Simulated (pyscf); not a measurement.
F–C•(F)–F, doublet

Gas-phase minimum from PySCF at ωB97X-D3(BJ)/def2-SVP, one conformer. 

```xyz
4

F      0.7533     1.5891    -0.5954
C      0.5219     0.3170    -0.3457
F      0.5229     0.0737     0.9485
F     -0.5973    -0.0875    -0.9094
```
Charge 0, spin multiplicity 2.

Bonded distances (Å): F1–C2 1.317, C2–F3 1.317, C2–F4 1.317. Angles (°): F1–C2–F3 111.4, F1–C2–F4 111.4, F3–C2–F4 111.4.

Properties at ωB97X-D3(BJ)/def2-SVP:

- Harmonic wavenumbers, unscaled = 518, 518, 710, 1122, 1326, 1326 cm⁻¹
- Zero-point energy = 7.9 kcal/mol
- Rotational symmetry number = 3
- Entropy of this conformer at 298 K and 1 atm, rigid rotor and harmonic oscillator, modes under 100 cm⁻¹ raised to 100 = 264.2 J/(mol K)
- Dipole moment = 0.23 D
- Spin expectation value S2 = 0.752

Single-point totals, which compare only within one level (frozen core for MP2 and CC):

| level | total energy (hartree) |
|---|---|
| ωB97X-D3(BJ)/def2-TZVP | -337.74386 |
| PBE/def2-TZVP | -337.39652 |
| r²SCAN/def2-TZVP | -337.58074 |
| B3LYP-D3(BJ)/def2-TZVP | -337.71868 |
| PBE0-D3(BJ)/def2-TZVP | -337.39386 |
| M06-2X/def2-TZVP | -337.59979 |
| ωB97M-D3(BJ)/def2-TZVP | -337.77439 |
| UHF/def2-TZVPP | -336.28360 |
| MP2/def2-TZVPP | -337.15489 |
| CCSD/def2-TZVPP | -337.16003 |
| CCSD(T)/def2-TZVPP | -337.18720 |

The CCSD(T) − MP2 part came from Ansatz, without density fitting, on the same reference.
